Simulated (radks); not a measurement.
Ionisation of the strontium ion Sr3+, [Ar] 3d10 4s2 4p5, to [Ar] 3d10 4s2 4p4 as the strength of local exchange is varied. Method: scalar-relativistic Kohn-Sham, Slater X-alpha exchange (alpha = 2/3 is LDA exchange), no correlation, spin-polarised, spherical densities, finite nucleus; open shells are filled with parallel spins first (spin-orbit coupling, left out, can overturn this in heavy ions); Fermi nuclear charge, rms radius 4.224 fm; computed with a radial shooting solver on a logarithmic mesh with Libxc functionals.

[
 {"alpha": "0.625", "E(Sr3+) (hartree)": "-3164.17337", "exchange (hartree)": "-90.76197", "IE (eV)": "54.045", "-e of the level emptied (eV)": "47.312 (4p)", "<r> of it (bohr)": "1.508"},
 {"alpha": "0.635", "E(Sr3+) (hartree)": "-3165.62776", "exchange (hartree)": "-92.25280", "IE (eV)": "54.235", "-e of the level emptied (eV)": "47.502 (4p)", "<r> of it (bohr)": "1.505"},
 {"alpha": "0.657", "E(Sr3+) (hartree)": "-3168.82958", "exchange (hartree)": "-95.53690", "IE (eV)": "54.656", "-e of the level emptied (eV)": "47.923 (4p)", "<r> of it (bohr)": "1.501"},
 {"alpha": "0.667", "E(Sr3+) (hartree)": "-3170.28592", "exchange (hartree)": "-97.03161", "IE (eV)": "54.848", "-e of the level emptied (eV)": "48.115 (4p)", "<r> of it (bohr)": "1.499"},
 {"alpha": "0.726", "E(Sr3+) (hartree)": "-3178.89077", "exchange (hartree)": "-105.87516", "IE (eV)": "55.986", "-e of the level emptied (eV)": "49.254 (4p)", "<r> of it (bohr)": "1.487"},
 {"alpha": "0.759", "E(Sr3+) (hartree)": "-3183.71290", "exchange (hartree)": "-110.83999", "IE (eV)": "56.628", "-e of the level emptied (eV)": "49.898 (4p)", "<r> of it (bohr)": "1.481"},
 {"alpha": "0.825", "E(Sr3+) (hartree)": "-3193.37707", "exchange (hartree)": "-120.80929", "IE (eV)": "57.923", "-e of the level emptied (eV)": "51.197 (4p)", "<r> of it (bohr)": "1.468"},
 {"alpha": "0.949", "E(Sr3+) (hartree)": "-3211.60574", "exchange (hartree)": "-139.68245", "IE (eV)": "60.398", "-e of the level emptied (eV)": "53.683 (4p)", "<r> of it (bohr)": "1.445"}
]

NIST Atomic Spectra Database: 56.280 eV (semi-empirical). The Delta-SCF value meets it near alpha = 0.74. Open shells are spherical and high-spin; term and fine-structure splittings are not resolved.
